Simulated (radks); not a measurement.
Question: These are the eigenvalues of the occupied orbitals of an atom or ion with whole-number occupations (eV). All-electron calculation, scalar-relativistic Kohn-Sham, LDA (Slater exchange, Perdew-Wang correlation), spin-polarised, spherical densities, finite nucleus; Fermi nuclear charge, rms radius of each element as measured or else 0.836 A^(1/3) + 0.57 fm. Program: a radial shooting solver on a logarithmic mesh with Libxc functionals.

1s up: -2445.810
1s down: -2443.076
2s up: -245.7764
2s down: -241.7348
2p up: -193.6328
2p down: -188.9977
3s up: -31.6553
3s down: -29.3251
3p up: -20.1535
3p down: -18.0318

Which element is it, and in what charge state? The configuration may be excited. Open shells, if any, are filled with parallel spins first.

Answer: Z = 16, sulfur, charge +1: S+ in [He] 2s2 2p5 3s2 3p4. The list shows which subshells hold electrons but not how many an open one holds; the 1s level, -89.882 hartree, gives Z - s = 13.4 by -(Z - s)^2/2, which with screening and relativity narrows Z to a few neighbours, and the depths of the outer levels then fix element, charge and occupations together.
